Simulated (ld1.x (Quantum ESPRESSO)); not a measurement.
Building the TM potential for carbon (LDA (PZ), non-relativistic).

ld1.x (Quantum ESPRESSO) 7.5 was run on this input:

```
&input
   title='C', zed=6., rel=0, dft='PZ', iswitch=3,
   config='[He] 2s2 2p2 3d-2',
   nld=3, rlderiv=1.70, eminld=-3.0, emaxld=5.0, deld=0.02
 /
 &inputp
   pseudotype=2, tm=.true., lloc=1,
   nlcc=.false.,
   file_pseudopw='C.UPF', file_wfcaegen='ae.wfc', file_wfcncgen='nc.wfc', file_beta='beta', file_chi='chi'
 /
3
2S  1  0   2.00   0.00  0.75  0.75  0.0
3D  3  2  -2.00   0.05  1.25  1.25  0.0
2P  2  1   2.00   0.00  1.55  1.55  0.0
 &test
   configts(1)='2s2 2p2'
 /
```

Command:

```bash
ld1.x < C.in > C.out
```

The program printed (shortened: banner, matrices, multipoles, cross overlaps and the repeated all-electron block are left out):

```
Program LD1 v.7.5
     --------------------------- All-electron run ----------------------------

     C

     atomic number is  6.00
     dft =PZ   lsd =0 sic =0 latt =0  beta=0.20 tr2=1.0E-14
     Exchange-correlation= PZ
                           (   1   1   0   0   0   0   0)
     mesh =1073 r(mesh) = 100.30751 a.u. xmin = -7.00 dx = 0.01250
     1 Ry =  13.60569312 eV

     n l     nl                  e(Ry)          e(Ha)          e(eV)
     1 0     1S 1( 2.00)       -19.8957        -9.9479      -270.6949
     2 0     2S 1( 2.00)        -1.0019        -0.5010       -13.6322
     2 1     2P 1( 2.00)        -0.3986        -0.1993        -5.4232

     final scf error:  2.6E-15 reached in  19 iterations

     Etot =     -74.848524 Ry,     -37.424262 Ha,   -1018.366055 eV

     Ekin =      74.375553 Ry,      37.187777 Ha,    1011.930957 eV
     Encl =    -175.020131 Ry,     -87.510065 Ha,   -2381.270191 eV
     Eh   =      35.249556 Ry,      17.624778 Ha,     479.594647 eV
     Exc  =      -9.453503 Ry,      -4.726752 Ha,    -128.621467 eV

     normalization and overlap integrals

     s(1S/1S) =  1.000000  <r> =   0.2728  <r2> =    0.1009  r(max) =   0.1752
     s(2S/2S) =  1.000000  <r> =   1.5838  <r2> =    3.0429  r(max) =   1.2162
     s(2P/2P) =  1.000000  <r> =   1.7942  <r2> =    4.2259  r(max) =   1.1862

     ------------------------ End of All-electron run ------------------------

     --------------------- Generating NC pseudopotential ---------------------

      Generating local pot.: lloc=1, matching radius rcloc =   1.5500

      Wfc   2S  rcut= 0.747  Using Troullier-Martins method

      Wfc   3D  rcut= 1.263  Using Troullier-Martins method

     ------------------- End of pseudopotential generation -------------------

     Computing logarithmic derivative in   1.69386
     Computing logarithmic derivative in   1.69386
     Computing the partial wave expansion
     R is outside the sphere for l=    0 j= 0.00
       no projector for channel:   1
     R is outside the sphere for l=    2 j= 0.00

     ---------------------- Testing the pseudopotential ----------------------

     C

     atomic number is  6.00   valence charge is  4.00
     dft =PZ   lsd =0 sic =0 latt =0  beta=0.20 tr2=1.0E-14
     mesh =1073 r(mesh) = 100.30751 xmin = -7.00 dx = 0.01250

     n l     nl             e AE (Ry)        e PS (Ry)    De AE-PS (Ry)
     1 0     2S   1( 2.00)       -1.00195       -1.00195       -0.00000
     2 1     2P   1( 2.00)       -0.39860       -0.39860       -0.00000

     eps = 7.8E-15  iter =  9

     Etot =     -74.848524 Ry,     -37.424262 Ha,   -1018.366055 eV
     Etotps =   -10.682767 Ry,      -5.341383 Ha,    -145.346443 eV

     Ekin =       6.444530 Ry,       3.222265 Ha,      87.682297 eV
     Encl =     -24.781599 Ry,     -12.390799 Ha,    -337.170825 eV
     Ehrt =       8.719335 Ry,       4.359668 Ha,     118.632602 eV
     Ecxc =      -2.739237 Ry,      -1.369619 Ha,     -37.269224 eV
     Epseu=       1.674204 Ry,       0.837102 Ha,      22.778707 eV

     ---------------------- End of pseudopotential test ----------------------
```

Generation and configuration tests took about 1.5 s on one core of a shared server CPU.
